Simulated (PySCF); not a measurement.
SbF₂, SMILES [F][Sb+][F] (connectivity only; charge and spin as stated), charge +1, multiplicity 1.

Geometry optimised at B3LYP-D3(BJ)/def2-TZVP. The spin state was assumed, not searched. The isomer is the one that the SMILES or the coordinates give; other isomers of the formula were not compared. The def2 effective core potentials stand for the cores of Sb; spin–orbit coupling is left out.

Two levels are set side by side: TDA-PBE/def2-SVPD (PySCF) and TDA-PBE0/def2-SVPD (PySCF). Vertical, same geometry. The lowest singlet is HOMO−1→LUMO 100 % with PBE and HOMO→LUMO 95 % with the other functional; states are paired by order. Differences are taken from unrounded values.

```
quantity                               TDA-PBE0
-------------------------------------  --------
lowest singlet excitation (eV)             5.17
lowest triplet excitation (TDA) (eV)       3.85
first bright state (f over 0.05) (eV)      5.17
its oscillator strength                    0.06
```

Task: What does TDA-PBE give, and how far is it from TDA-PBE0? (Estimate from the structure and the level; the computed values follow.)

Result: 
| quantity | TDA-PBE | TDA-PBE minus TDA-PBE0 |
|---|---|---|
| lowest singlet excitation (eV) | 4.65 | -0.52 |
| lowest triplet excitation (TDA) (eV) | 3.76 | -0.09 |
| first bright state (f over 0.05) (eV) | 8.28 | 3.10 |
| its oscillator strength | 0.10 | 0.04 |

Functionals without exact exchange tend to place singlet excitations lower, as here. Differences between two approximate levels are no errors against the true value.

Rough cost on one machine, each run with all the roots and properties that it gave: TDA-PBE0 against TDA-PBE within a factor of 2.
